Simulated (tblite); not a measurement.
Species: C5H10BrFSi2.
Atom-mapped SMILES: `[CH3:1][C:2]#[C:3][SiH2:4][C@@H:5]([Br:6])[Si@@H:7]([CH3:8])[F:9]` (hydrogens: H10, H11, H12 on C1; H13, H14 on Si4; H15 on C5; H16 on Si7; H17, H18, H19 on C8)

Computed with GFN2-xTB (tblite), gas phase: L-BFGS steps from a force-field or distance-geometry start until the largest atomic force falls under 0.01 eV/Å.

The end geometry, which sets the zero of energy:
```
atom  x, y, z in Å
C1      4.5200    0.3888   -0.1946
C2      3.1216    0.3245   -0.5457
C3      1.9549    0.2748   -0.8472
Si4     0.1540    0.2015   -1.2151
C5     -0.6504   -0.6783    0.2893
Br6    -0.3014    0.4167    1.9008
Si7    -2.5201   -1.0012    0.2380
C8     -3.4938    0.5798   -0.0990
F9     -2.7282   -2.0067   -1.0182
H10     4.9777    1.2671   -0.6495
H11     4.6247    0.4543    0.8881
H12     5.0361   -0.5036   -0.5481
H13    -0.4039    1.5551   -1.2999
H14    -0.1183   -0.6084   -2.4045
H15    -0.1218   -1.6107    0.4859
H16    -2.9617   -1.7611    1.3985
H17    -3.2008    1.0290   -1.0448
H18    -4.5581    0.3703   -0.1494
H19    -3.3403    1.3173    0.6826
```

Problem. These geometries come from the run, each turned onto the end geometry. Order them by energy, lowest first.
A.
```
atom  x, y, z in Å
C1      4.5594    0.4165   -0.2330
C2      3.1540    0.3097   -0.5498
C3      1.9787    0.2292   -0.8085
Si4     0.1746    0.1637   -1.1679
C5     -0.6809   -0.7069    0.3127
Br6    -0.3596    0.3969    1.9289
Si7    -2.5556   -1.0017    0.2214
C8     -3.5078    0.5935   -0.1113
F9     -2.7632   -2.0028   -1.0379
H10     4.9784    1.3069   -0.7040
H11     4.6828    0.4939    0.8476
H12     5.0971   -0.4622   -0.5911
H13    -0.3630    1.5256   -1.2378
H14    -0.0869   -0.6290   -2.3699
H15    -0.1706   -1.6437    0.5340
H16    -3.0211   -1.7535    1.3765
H17    -3.1703    1.0758   -1.0251
H18    -4.5703    0.3965   -0.2210
H19    -3.3855    1.3007    0.7035
```
B.
```
atom  x, y, z in Å
C1      4.6031    0.4635   -0.3329
C2      3.1468    0.3312   -0.5430
C3      1.9762    0.2105   -0.6941
Si4     0.1128    0.0459   -0.9537
C5     -0.7166   -0.7666    0.4880
Br6    -0.4928    0.3135    2.0964
Si7    -2.4976   -0.9420    0.0966
C8     -3.4458    0.6211   -0.1585
F9     -2.6604   -1.8543   -1.2140
H10     4.9699    1.3551   -0.8387
H11     4.8285    0.5569    0.7305
H12     5.1242   -0.4077   -0.7229
H13    -0.4639    1.3898   -1.1862
H14    -0.0882   -0.7444   -2.1933
H15    -0.2617   -1.7210    0.7214
H16    -3.1526   -1.6909    1.2197
H17    -3.0876    1.1784   -1.0270
H18    -4.5116    0.3918   -0.3360
H19    -3.3925    1.2784    0.7147
```
C.
```
atom  x, y, z in Å
C1      4.5744    0.4361   -0.2639
C2      3.1598    0.3080   -0.5218
C3      1.9820    0.2032   -0.7575
Si4     0.1812    0.1397   -1.1243
C5     -0.7023   -0.7184    0.3478
Br6    -0.4334    0.3857    1.9631
Si7    -2.5745   -1.0080    0.2080
C8     -3.4941    0.6066   -0.1232
F9     -2.7641   -1.9829   -1.0752
H10     4.9565    1.3275   -0.7614
H11     4.7594    0.5249    0.8064
H12     5.1073   -0.4353   -0.6439
H13    -0.3475    1.5031   -1.2107
H14    -0.0637   -0.6662   -2.3198
H15    -0.2039   -1.6610    0.5758
H16    -3.0755   -1.7788    1.3390
H17    -3.1281    1.1070   -1.0170
H18    -4.5551    0.4207   -0.2622
H19    -3.3884    1.2973    0.7081
```
D.
```
atom  x, y, z in Å
C1      4.5931    0.4648   -0.3245
C2      3.1694    0.3299   -0.5224
C3      1.9811    0.2134   -0.6951
Si4     0.1786    0.0923   -1.0371
C5     -0.7170   -0.7474    0.4343
Br6    -0.4670    0.3419    2.0728
Si7    -2.5871   -0.9950    0.1870
C8     -3.4850    0.6379   -0.1443
F9     -2.6813   -1.9061   -1.1544
H10     4.9537    1.3546   -0.8405
H11     4.8164    0.5553    0.7378
H12     5.1069   -0.4101   -0.7226
H13    -0.3803    1.4426   -1.1656
H14    -0.0482   -0.7669   -2.2023
H15    -0.2395   -1.6972    0.6672
H16    -3.1812   -1.8214    1.2312
H17    -3.0693    1.1388   -1.0162
H18    -4.5398    0.4624   -0.3371
H19    -3.4136    1.3193    0.6990
```
E.
```
atom  x, y, z in Å
C1      4.5878    0.4646   -0.3342
C2      3.1673    0.3303   -0.5330
C3      1.9799    0.2122   -0.6890
Si4     0.1808    0.0814   -1.0157
C5     -0.6956   -0.7685    0.4654
Br6    -0.4904    0.3242    2.1130
Si7    -2.5542   -0.9774    0.1412
C8     -3.4627    0.6393   -0.1641
F9     -2.6551   -1.8652   -1.2140
H10     4.9589    1.3526   -0.8439
H11     4.8133    0.5554    0.7266
H12     5.1109   -0.4054   -0.7268
H13    -0.4544    1.3924   -1.1723
H14    -0.0861   -0.7539   -2.1843
H15    -0.2459   -1.7331    0.7281
H16    -3.1624   -1.7218    1.2275
H17    -3.0920    1.1863   -1.0276
H18    -4.5114    0.4098   -0.3357
H19    -3.3983    1.2858    0.7063
```

Solution. A (0.004 eV), C (0.008 eV), D (0.021 eV), E (0.062 eV), B (0.339 eV).

In the order of the answer:

```
step  E above end (eV)  largest force (eV/Å)  rms force component (eV/Å)  rms distance from end (Å)  rms bond change (Å)  bond most changed (Å)
  53             0.004                  0.05                       0.015                      0.062                0.001          C5–Br6 +0.004
  46             0.008                  0.09                       0.022                      0.112                0.001          C5–Br6 -0.004
  17             0.021                  0.09                       0.030                      0.194                0.002          Si7–C8 +0.006
   5             0.062                  0.27                       0.085                      0.212                0.004          C5–Br6 +0.008
   0             0.339                  3.10                       0.790                      0.218                0.032          Si4–C5 -0.068
```

What follows is the cost of the whole relaxation. Time: 1.7 s of wall time. Hardware: an Arm Neoverse N1 with one thread (shared host).
